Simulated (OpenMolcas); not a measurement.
**Pt4+: moving or changing the point charges**

Pt4+ among 4 point charges of -2 e arranged as a tetrahedron (Td), 2.13 Å from the ion.
```
   1.2298    1.2298    1.2298  -2.00
   1.2298   -1.2298   -1.2298  -2.00
  -1.2298    1.2298   -1.2298  -2.00
  -1.2298   -1.2298    1.2298  -2.00
```

```yaml
Program: OpenMolcas 26.06
Method: "SS-CASPT2, IPEA 0.25 Eh, imaginary shift 0.1 Eh (closed shells correlated: 4f 5s 5p)"
Basis: ANO-RCC-VDZP [7s6p4d2f]
Scalar_Hamiltonian: DKH2, point nucleus
Active_space: 6 electrons in 5 orbitals (5d)
State_averaging: 2S+1 = 5 even, 5 roots; 2S+1 = 3 even, 45 roots; 2S+1 = 1 even, 50 roots
Spin-orbit_coupling: RASSI with atomic mean-field integrals over the reference wave functions
```

Runs around this geometry, states (labels of Td). Energies in cm-1 above the lowest state or level, χT in cm3 K/mol.

```
R (Å)  q (e)  Ground state  First state of that spin  First gap with spin-orbit (degeneracies)  χT at 300 K  First state of another spin
 2.13   -1.6            5E                  5T2 2240                                110 (1, 3)        4.996                    3T1 18030
 1.92     -2            5E                  5T2 4060                                240 (1, 2)        4.536                    3T1 16740
 2.13     -2            5E                  5T2 2680                                150 (1, 3)        4.904                    3T1 17760
 2.35     -2            5E                  5T2 1810                                 72 (1, 3)        5.058                    3T1 18260
```

Taking the first state of the same spin as R^-n, n = -ln(1810 / 4060) / ln(2.35 / 1.92) = 4.0 between the shortest and longest distance.

Scaling the charges by -1.6 / -2 = 0.80 scales the first state of the same spin by 2240 / 2680 = 0.84; with fixed orbitals a first-order splitting would follow the charge.

Roots that are degenerate in the reference are averaged as groups; the widest CASPT2 spread within a group is 230 cm-1 (the 3-fold group of multiplicity 3 near 48100 cm-1 above the lowest state of its run, R = 2.13, q = -2). Shifts and gaps below about the spread of the groups concerned are not significant. An orbital doublet at a regular site is open to a Jahn-Teller distortion, which this geometry leaves out. Point charges give a weaker field than real ligands, and real ions of this kind are as a rule low spin; the high spin found here belongs to the model. The ground term spreads over less than 5000 cm-1, several times less than with real ligands, so orbital moments are less quenched and χT lies further from the spin-only value than at real sites. Free-ion shares, where given, are those of the reference states; single-state CASPT2 does not remix them. Spin-orbit coupling mixes the spin-free states strongly: the lowest level takes only 55 % from its leading state, 5E (figures for R = 2.13, q = -1.6; the like holds for R = 1.92, q = -2, R = 2.13, q = -2, R = 2.35, q = -2). This is an electrostatic model: the charges have no orbitals. No measured value stands beside these numbers.
